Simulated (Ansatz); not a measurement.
Consider the ligand exchange at the Si–C bond: `C=C=C([SiH3])Cl` + `O=C[SiH](O)Cl` → `O=C[SiH](Cl)O[SiH3]` + `C=C=CCl`.

Program: Ansatz. Geometries: PBE0-D4/def2-TZVP. ΔE: electronic, gas phase. CBS: MP2 limit from def2 TZ/QZ plus the TZ coupled-cluster correction, frozen cores. Functionals use def2-TZVPP. B3LYP here is the variant with VWN-RPA as its local correlation; programs differ in this. One conformer a species, not always the lowest.

| level | ΔE (kJ/mol) | difference from CCSD(T)/CBS |
| --- | --- | --- |
| r2SCAN-D4 | -85.6 | 4.2 |
| PBE0-D4 | -81.3 | 8.5 |
| B3LYP-D4 | -91.9 | -2.1 |
| ωB97X-V | -90.6 | -0.8 |
| PBE0 | -80.7 | 9.1 |
| B3LYP | -91.2 | -1.4 |
| CCSD(T)/def2-TZVPP | -90.7 | -0.9 |
| HF/def2-QZVPP | -113.1 | -23.3 |
| MP2/def2-QZVPP | -88.3 | 1.5 |
| HF/CBS(def2) | -113.4 | -23.6 |
| CCSD(T)/CBS | -89.8 | 0 |

Largest T1 diagnostic among the species: 0.014.

In def2-TZVPP, CCSD(T) changes the Hartree–Fock value by +20.6 kJ/mol (the triples alone add +4.3 kJ/mol) and MP2 by +23.1 kJ/mol. From PBE to PBE0 (25 % exact exchange), in def2-TZVPP and without D4, ΔE moves by −6.9 kJ/mol.
